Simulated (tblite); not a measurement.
Compound: C8H6FP.
SMILES: `Fc1c[pH]c2ccccc12`

Computed values, GFN2-xTB/tblite, gas phase, harmonic and unscaled. Against measured fundamentals such values can be off by several per cent, at times by over 20. Modes of hydrogen on phosphorus can be 10 to 20 % off.

Harmonic wavenumbers (cm⁻¹): 129.9, 173.1, 213.5, 227.6, 377.4, 383.1, 413.8, 456.9, 491.6, 534.9, 571.7, 651.9, 692.5, 728.8, 756.5, 761.0, 788.7, 812.2, 830.7, 880.5, 912.3, 928.2, 1012.6, 1076.4, 1090.0, 1127.5, 1156.9, 1183.9, 1240.8, 1312.3, 1343.3, 1419.7, 1444.8, 1562.6, 1585.4, 1593.5, 2233.9, 3079.2, 3084.5, 3091.4, 3098.7, 3121.0.

A = 1780, B = 1174, C = 711.0 MHz; mass 152.019 u (most abundant isotopes); point group C1, symmetry number 1.

**Question.** Zero-point energy?

**Answer.** ½Σν̃ = 24288 cm⁻¹ = 290.55 kJ/mol.

**Question.** Entropy at 350 K, 1 bar (ideal gas, RRHO, classical rotation)?

**Answer.** Translation 174.85, rotation 126.52, vibration 93.85: S = 395.2 J/(mol K).

**Question.** And Cp and H(350 K) − H(0)?

**Answer.** Cp = 166.73 J/(mol K), of which vibrations give 133.48 (their classical limit is 42 R = 349.2); H(350 K) − H(0) = 31.87 kJ/mol without the zero-point energy, 20.23 from vibrations.

**Question.** Blend soft modes into free rotors: weight 1/[1 + (100 cm⁻¹/ν̃)⁴] for the oscillator and the rest for a rotor with moment μB/(μ + B), μ = h/(8π²ν), B = 10⁻⁴⁴ kg m². What vibrational entropy results?

**Answer.** 93.24 J/(mol K) in place of 93.85, which changes −T·S at 350 K by +0.21 kJ/mol.

**Question.** How do the functions run with temperature in this model?

**Answer.** 
| T (K) | S (J/(mol K)) | Cp (J/(mol K)) | H − H(0) (kJ/mol) | G − H(0) (kJ/mol) | ln q(vib) |
| --- | --- | --- | --- | --- | --- |
| 100 | 270.4 | 56.6 | 4.10 | -22.94 | 0.35 |
| 200 | 322.2 | 99.2 | 11.81 | -52.62 | 1.64 |
| 300 | 371.2 | 145.4 | 24.06 | -87.29 | 3.37 |
| 500 | 464.0 | 219.0 | 61.02 | -170.97 | 7.45 |
| 800 | 582.0 | 281.3 | 137.11 | -328.52 | 13.84 |
| 1000 | 647.6 | 305.6 | 195.95 | -451.64 | 17.87 |

q(vib) and H(0) count from the zero-point level.

Hindered rotation and anharmonicity are outside this model. The structure is chiral; the term R ln 2 for an equal mix with its mirror image is left out.

Time: 0.63 s of wall time. Hardware: an Arm Neoverse V1 with one thread, no GPU, shared host with 32 logical CPUs at a one-minute load of 9.5. This covers the Hessian and the dipole derivatives.
